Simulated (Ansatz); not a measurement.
Start from `[OH][GeH]([Cl])[Br]` and change one element to get `[OH][SnH]([Cl])[Br]`.

Ansatz, PBE0-D4/def2-TZVP geometries, multiplicity 1. Each molecule was computed in one conformer, which needn't be the lowest.

Elements past krypton have def2 core potentials. Scalar relativity is left out up to krypton. Spin–orbit coupling is left out; it splits and shifts lone-pair levels of the heavy atoms by tenths of an eV.

```tsv
property	`[OH][GeH]([Cl])[Br]`
zero-point energy (PBE0-D4/def2-TZVP) / kJ/mol	63.8
HOMO–LUMO gap (B3LYP/def2-TZVPP) / eV	7.05
HOMO energy (PBE0/def2-TZVPP) / eV	-8.76
LUMO energy (PBE/def2-TZVPP) / eV	-2.06
size of the dipole moment (ωB97M-V/def2-TZVPP) / D	0.52
HOMO energy (ωB97M-V/def2-TZVPP) / eV	-10.99
```

Task: What does the change do to each property? (An estimate is asked.)

Result: Ansatz gave: 
| property | `[OH][SnH]([Cl])[Br]` | shift |
| --- | --- | --- |
| zero-point energy (PBE0-D4/def2-TZVP) / kJ/mol | 58.1 | -5.7 |
| HOMO–LUMO gap (B3LYP/def2-TZVPP) / eV | 6.23 | -0.82 |
| HOMO energy (PBE0/def2-TZVPP) / eV | -8.79 | -0.03 |
| LUMO energy (PBE/def2-TZVPP) / eV | -2.87 | -0.81 |
| size of the dipole moment (ωB97M-V/def2-TZVPP) / D | 0.81 | 0.29 |
| HOMO energy (ωB97M-V/def2-TZVPP) / eV | -11.02 | -0.03 |

Dipoles are sizes alone; their direction can turn.

Positive LUMOs are unbound, so they and the gaps depend on the basis.

B3LYP here is the variant with VWN-RPA as its local correlation; programs differ in this.
